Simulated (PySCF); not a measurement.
Be(F)(SH) (BeFHS), SMILES [F][Be][SH]. Atoms are numbered in the order given.

```xyz
4

Be     0.0179    -0.6693     0.0000
F     -0.0076    -2.0469     0.0000
S      0.0789     1.2370     0.0000
H     -1.2657     1.3073     0.0000
```

Coordinates come from a r2SCAN-D4/def2-TZVP optimisation. One conformer was computed; it need not be the lowest.

Method: KT2/pcSseg-2 in PySCF.

GIAO shieldings, no solvent; atoms alike by connectivity are averaged. δ = σ(ref) − σ: ¹⁹F against CFCl3 (σ = 125.1 ppm); ³³S against H2S (σ = 720.7 ppm); ¹H against TMS (σ = 31.47 ppm), references at their B3LYP-D3(BJ)/def2-TZVP geometries, non-relativistic.

```tsv
atoms	nucleus	count	δ (ppm)
F2	¹⁹F	1	-192.7
S3	³³S	1	-102.5
H4	¹H	1	?
```

Some entries are withheld; supply them. (The exact figures need the calculation; the answer reports its results.)


- H4, δ (ppm): -0.36
